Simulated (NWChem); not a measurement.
System: HfH3Br; SMILES [Br][HfH3]

Input file for NWChem:

```
start job
memory heap 200 mb stack 900 mb global 1100 mb
geometry units angstroms noautoz
  Hf     0.000000     0.000000     0.676548
  Br     0.000000     0.000000    -1.808684
  H      1.574403    -0.736524     1.308296
  H     -0.149353     1.731736     1.308296
  H     -1.425051    -0.995211     1.308296
end
basis spherical
  Hf library def2-tzvp
  Br library def2-tzvp
  H library def2-tzvp
end
ecp
  Hf library def2-ecp
end
dft
  xc xpbe96 cpbe96
  iterations 150
  mulliken
end
task dft energy
```

All runs use the structure optimised with PBE-D3(BJ)/def2-SVP. def2 effective core potentials on Hf; no spin-orbit coupling.

**Question.** What results follow from this input? (PBE/def2-TZVP with def2 effective core potentials on Hf.) Quantities: energy (Ha); highest occupied level (eV); orbital gap (eV); dipole (D).

**Answer.** 
| Item | Result |
|---|---|
| energy (Ha) | -2623.61 |
| highest occupied level (eV) | -7.25 |
| orbital gap (eV) | 4.06 |
| dipole (D) | 0.26 |
